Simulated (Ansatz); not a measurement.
Ansatz (a first-principles code) input (HF/6-31G*):

Ansatz 0.2 input:
```yaml
crystal:
  periodic: [false, false, false]
  atoms:
    - {symbol: Li, position_ang: [-0.00000000, -0.00000000, -0.44155775]}
    - {symbol: H, position_ang: [0.00000000, 0.00000000, 1.32467325]}
basis:
  gaussian:
    orbitals: 6-31G*
hamiltonian:
  xc: {name: HF}
total_charge: -1
magnetization: {spin_polarized: true, initial_magnetization: 1}
phonons: {temperatures: {t_min: 298.15, t_max: 298.15, t_step: 100}}
```

Output:

```
Functional definition: HF
integrals: 0.00 GiB planned
193 factors; integrals over basis functions are off by at most 2.7e-4 eV
mean field: 0.04 GiB planned
mean field evaluation 1: about -216.4285 eV, gradient 3.4e0 eV
mean field evaluation 2: about -216.4299 eV, gradient 3.4e0 eV
mean field evaluation 4: about -216.9951 eV, gradient 9.8e-1 eV
mean field evaluation 8: about -217.0742 eV, gradient 6.4e-5 eV
mean field evaluation 16: about -217.0667 eV, gradient 2.9e-1 eV
mean field -217.07358339 eV, -7.9773070518 hartree, gradient 3.3e-5 eV, S^2 0.750665; 0 other end points of the search recorded, 0 dependent functions left out
the calculation of the forces begins
reference -217.07358339 eV, -7.9773070518 hartree; 3, 2 occupied and 14, 15 virtual orbitals, 193 factors
these checks for a lower state are left out or cut short: stability, starts, cluster_reference, orbital_swaps, neighbouring_geometries, increment
integrals: 0.00 GiB planned
193 factors; integrals over basis functions are off by at most 2.7e-4 eV
mean field: 0.04 GiB planned
mean field evaluation 32: about -217.0736 eV, gradient 1.4e-6 eV
mean field -217.07358339 eV, -7.9773070519 hartree, gradient 2.9e-7 eV, S^2 0.750665; 0 other end points of the search recorded, 0 dependent functions left out
the calculation of the forces begins
reference -217.07358339 eV, -7.9773070519 hartree; 3, 2 occupied and 14, 15 virtual orbitals, 193 factors
these checks for a lower state are left out or cut short: stability, starts, cluster_reference, orbital_swaps, neighbouring_geometries, increment
integrals: 0.00 GiB planned
193 factors; integrals over basis functions are off by at most 2.7e-4 eV
mean field: 0.04 GiB planned
mean field -217.07358339 eV, -7.9773070519 hartree, gradient 2.9e-7 eV, S^2 0.750665; 0 other end points of the search recorded, 0 dependent functions left out
the calculation of the forces begins
reference -217.07358339 eV, -7.9773070519 hartree; 3, 2 occupied and 14, 15 virtual orbitals, 193 factors
these checks for a lower state are left out or cut short: stability, starts, cluster_reference, orbital_swaps, neighbouring_geometries, increment
integrals: 0.00 GiB planned
193 factors; integrals over basis functions are off by at most 2.7e-4 eV
mean field: 0.04 GiB planned
mean field -217.07358339 eV, -7.9773070519 hartree, gradient 2.9e-7 eV, S^2 0.750665; 0 other end points of the search recorded, 0 dependent functions left out
the calculation of the forces begins
reference -217.07358339 eV, -7.9773070519 hartree; 3, 2 occupied and 14, 15 virtual orbitals, 193 factors
these checks for a lower state are left out or cut short: stability, starts, cluster_reference, orbital_swaps, neighbouring_geometries, increment
integrals: 0.00 GiB planned
193 factors; integrals over basis functions are off by at most 2.7e-4 eV
mean field: 0.04 GiB planned
mean field -217.07358339 eV, -7.9773070519 hartree, gradient 2.9e-7 eV, S^2 0.750665; 0 other end points of the search recorded, 0 dependent functions left out
the calculation of the forces begins
reference -217.07358339 eV, -7.9773070519 hartree; 3, 2 occupied and 14, 15 virtual orbitals, 193 factors
these checks for a lower state are left out or cut short: stability, starts, cluster_reference, orbital_swaps, neighbouring_geometries, increment
integrals: 0.00 GiB planned
193 factors; integrals over basis functions are off by at most 2.8e-4 eV
mean field: 0.04 GiB planned
mean field -217.07356911 eV, -7.9773065272 hartree, gradient 6.1e-7 eV, S^2 0.750661; 0 other end points of the search recorded, 0 dependent functions left out
the calculation of the forces begins
reference -217.07356911 eV, -7.9773065272 hartree; 3, 2 occupied and 14, 15 virtual orbitals, 193 factors
these checks for a lower state are left out or cut short: stability, starts, cluster_reference, orbital_swaps, neighbouring_geometries, increment
integrals: 0.00 GiB planned
193 factors; integrals over basis functions are off by at most 2.7e-4 eV
mean field: 0.04 GiB planned
mean field evaluation 64: about -217.0736 eV, gradient 1.9e-6 eV
mean field -217.07357260 eV, -7.9773066554 hartree, gradient 5.8e-7 eV, S^2 0.750668; 0 other end points of the search recorded, 0 dependent functions left out
the calculation of the forces begins
reference -217.07357260 eV, -7.9773066554 hartree; 3, 2 occupied and 14, 15 virtual orbitals, 193 factors
these checks for a lower state are left out or cut short: stability, starts, cluster_reference, orbital_swaps, neighbouring_geometries, increment
integrals: 0.00 GiB planned
193 factors; integrals over basis functions are off by at most 2.7e-4 eV
mean field: 0.04 GiB planned
mean field -217.07358339 eV, -7.9773070519 hartree, gradient 2.9e-7 eV, S^2 0.750665; 0 other end points of the search recorded, 0 dependent functions left out
the calculation of the forces begins
reference -217.07358339 eV, -7.9773070519 hartree; 3, 2 occupied and 14, 15 virtual orbitals, 193 factors
these checks for a lower state are left out or cut short: stability, starts, cluster_reference, orbital_swaps, neighbouring_geometries, increment
integrals: 0.00 GiB planned
193 factors; integrals over basis functions are off by at most 2.7e-4 eV
mean field: 0.04 GiB planned
mean field -217.07358339 eV, -7.9773070519 hartree, gradient 2.9e-7 eV, S^2 0.750665; 0 other end points of the search recorded, 0 dependent functions left out
the calculation of the forces begins
reference -217.07358339 eV, -7.9773070519 hartree; 3, 2 occupied and 14, 15 virtual orbitals, 193 factors
these checks for a lower state are left out or cut short: stability, starts, cluster_reference, orbital_swaps, neighbouring_geometries, increment
integrals: 0.00 GiB planned
193 factors; integrals over basis functions are off by at most 2.7e-4 eV
mean field: 0.04 GiB planned
mean field -217.07358339 eV, -7.9773070519 hartree, gradient 2.9e-7 eV, S^2 0.750665; 0 other end points of the search recorded, 0 dependent functions left out
the calculation of the forces begins
reference -217.07358339 eV, -7.9773070519 hartree; 3, 2 occupied and 14, 15 virtual orbitals, 193 factors
these checks for a lower state are left out or cut short: stability, starts, cluster_reference, orbital_swaps, neighbouring_geometries, increment
integrals: 0.00 GiB planned
193 factors; integrals over basis functions are off by at most 2.7e-4 eV
mean field: 0.04 GiB planned
mean field evaluation 96: about -217.0736 eV, gradient 2.9e-7 eV
mean field -217.07358339 eV, -7.9773070519 hartree, gradient 2.9e-7 eV, S^2 0.750665; 0 other end points of the search recorded, 0 dependent functions left out
the calculation of the forces begins
reference -217.07358339 eV, -7.9773070519 hartree; 3, 2 occupied and 14, 15 virtual orbitals, 193 factors
these checks for a lower state are left out or cut short: stability, starts, cluster_reference, orbital_swaps, neighbouring_geometries, increment
integrals: 0.00 GiB planned
193 factors; integrals over basis functions are off by at most 2.7e-4 eV
mean field: 0.04 GiB planned
mean field -217.07357260 eV, -7.9773066554 hartree, gradient 5.8e-7 eV, S^2 0.750668; 0 other end points of the search recorded, 0 dependent functions left out
the calculation of the forces begins
reference -217.07357260 eV, -7.9773066554 hartree; 3, 2 occupied and 14, 15 virtual orbitals, 193 factors
these checks for a lower state are left out or cut short: stability, starts, cluster_reference, orbital_swaps, neighbouring_geometries, increment
integrals: 0.00 GiB planned
193 factors; integrals over basis functions are off by at most 2.8e-4 eV
mean field: 0.04 GiB planned
mean field -217.07356911 eV, -7.9773065272 hartree, gradient 6.1e-7 eV, S^2 0.750661; 0 other end points of the search recorded, 0 dependent functions left out
the calculation of the forces begins
reference -217.07356911 eV, -7.9773065272 hartree; 3, 2 occupied and 14, 15 virtual orbitals, 193 factors
Total energy: -217.07358339 eV, -7.9773070518 hartree
Atom 0 at    -0.000000    -0.000000    -0.441558 Å, force    -0.000000     0.000000    -0.000685 eV/Å
Atom 1 at     0.000000     0.000000     1.324673 Å, force    -0.000000     0.000000     0.000685 eV/Å
Dipole moment:    -0.000000    -0.000000     0.350899 e Å
Vibrations: 1113.10 cm⁻¹, zero-point energy 0.069003 eV
```

The blocks after the first are displaced geometries, from whose forces the wavenumbers follow.

The dipole moment of an ion depends on the origin.
